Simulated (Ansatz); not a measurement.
Cartesian coordinates in Å:
```
F -0.9626 -1.4840 -1.3647
C 0.2982 -0.9421 -1.6383
Al 0.8581 0.3381 -0.2320
Ge -0.6609 0.7611 1.6739
H 1.0056 -1.7763 -1.7388
H 0.2508 -0.4693 -2.6286
H 2.2787 1.0324 -0.4070
H -0.1243 1.8223 2.6537
H -2.0434 1.2436 1.1935
H -0.9001 -0.5257 2.4883
```

Charge 0, multiplicity 1.

(1) List the PBE0/def2-TZVPP orbital energies in eV (Ansatz). (Best estimate.)

Answers

(1) Ansatz gave: Occupied: -10859.55, -1528.09, -1357.86, -1207.66, -1207.66, -1207.66, -673.42, -279.66, -170.55, -120.34, -120.34, -120.33, -113.97, -74.10, -73.89, -73.87, -33.18, -33.18, -33.12, -33.10, -33.10, -33.03, -19.07, -15.33, -13.59, -13.38, -12.79, -10.68, -9.76, -9.48, -9.44, -8.09, -7.51. Lowest empty: -1.94, 0.05, 0.32, 0.76, 1.62, 1.77, 2.18, 2.64.
